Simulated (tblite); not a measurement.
A structure optimised at GFN2-xTB (Å):
```
atom  x, y, z in Å
C1     2.486   -0.338    0.938
S2     2.306    0.538   -0.687
O3     2.662   -0.446   -1.709
C4     0.482    0.549   -0.619
C5    -0.136    1.532    0.048
C6    -1.541    1.573    0.318
C7    -2.307    0.470    0.465
F8    -3.586    0.653    0.878
C9    -1.882   -0.899    0.437
C10   -0.882   -1.365   -0.321
C11   -0.227   -0.525   -1.369
H12    2.065    0.292    1.713
H13    3.546   -0.495    1.108
H14    1.972   -1.291    0.889
H15    0.453    2.346    0.447
H16   -1.987    2.533    0.538
H17   -2.420   -1.560    1.103
H18   -0.531   -2.378   -0.188
H19    0.498   -1.091   -1.957
H20   -0.977   -0.088   -2.035
```

Charge 0, singlet.

Q: Which heavy atoms are bonded, and with what formal order?

A: C1–S2 1.85 Å (single); S2–O3 1.46 Å (double); S2–C4 1.83 Å (single); C4–C5 1.34 Å (double); C5–C6 1.43 Å (single); C6–C7 1.35 Å (double); C7–F8 1.36 Å (single); C7–C9 1.43 Å (single); C9–C10 1.34 Å (double); C10–C11 1.49 Å (single); C4–C11 1.49 Å (single). Bonds to hydrogen (Å): C1–H12 1.08; C1–H13 1.09; C1–H14 1.08; C5–H15 1.08; C6–H16 1.08; C9–H17 1.08; C10–H18 1.08; C11–H19 1.09; C11–H20 1.09. The orders are those of one drawing; other resonance forms can be drawn.

Q: Write the SMILES.

A: `C[S@@](=O)C1=CC=C(F)C=CC1`, C8H9FOS. Among its features: C=C double bond, sulfoxide and C–F bond.

Q: Name the point group.

A: C1 (no symmetry element, even within 0.4 Å).

Q: Which rings does it hold (smallest set)?

A: C4–C5–C6–C7–C9–C10–C11 (7 members, 0.29 Å rms from planarity).

Q: Classify the heavy atoms.

A: C1: S-methyl carbon; S2: sulfinyl sulfur; O3: sulfinyl oxygen; C4: fully substituted alkene carbon; C5: alkene CH carbon; C6: alkene CH carbon; C7: vinylic C–F carbon; F8: vinyl fluorine; C9: alkene CH carbon; C10: alkene CH carbon; C11: allylic carbon.

Q: What is the arrangement about C7?

A: It has 3 neighbours (C6, F8, C9) and is almost planar (angles 127.6°, 117.2° and 114.4°, sum 359.3°, 0.07 Å off the plane of its three neighbours).

Q: What is the arrangement about C6?

A: It has 3 neighbours (C5, C7, H16) and is planar (angles 123.6°, 118.0° and 118.0°, sum 359.5°, 0.05 Å off the plane of its three neighbours).

The numbers are calculated, not measured.
